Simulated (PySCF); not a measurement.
Compound: [Se4]2- (charge -2).
Bonds: Se1–Se2, Se2–Se3, Se3–Se4.

A GFN2-xTB structure was refined with PySCF 2.14.0, PBE0-D3(BJ)/def2-SVP geometry optimisation, gas phase. Its GFN2-xTB values:

| coordinate | GFN2-xTB |
| --- | --- |
| Se1–Se2 | 2.158 Å |
| Se2–Se3 | 2.195 Å |
| Se1–Se2–Se3 | 163.8° |

How do these coordinates change at the PBE0-D3(BJ)/def2-SVP level?

```json
{"coordinate": "Se2–Se3", "PBE0-D3(BJ)/def2-SVP (Å or °)": "2.419", "change": "+0.224"}
{"coordinate": "Se1–Se2", "PBE0-D3(BJ)/def2-SVP (Å or °)": "2.357", "change": "+0.199"}
{"coordinate": "Se1–Se2–Se3", "PBE0-D3(BJ)/def2-SVP (Å or °)": "116.2", "change": "-47.6"}
```

The energy falls by 61.0 kcal/mol over 28 energy and gradient evaluations, the largest force component goes from 0.0592 to 3.2e-04 Eh/bohr, and the atoms move by 0.794 Å rms after alignment. The bond that changes most is Se2–Se3 (both ends selenium bonded to 2 Se), which lengthens by 0.224 Å. Bonds longer at the end by more than 0.005 Å: 3 of 3; shorter: 0. Rotational constants go from 59202, 263.0, 261.9 to 2349, 344.5, 328.4 MHz.

The run used 128 basis functions and 263 SCF cycles in all. The run took 5.7 min wall on one thread of an Arm Neoverse V1, on a shared host.

Stationary, but not proved a minimum. Whether so highly charged an anion holds all its electrons in the gas phase wasn't checked; a finite basis holds them in any case. The ion is multiply charged and computed without counter-ions or solvent.
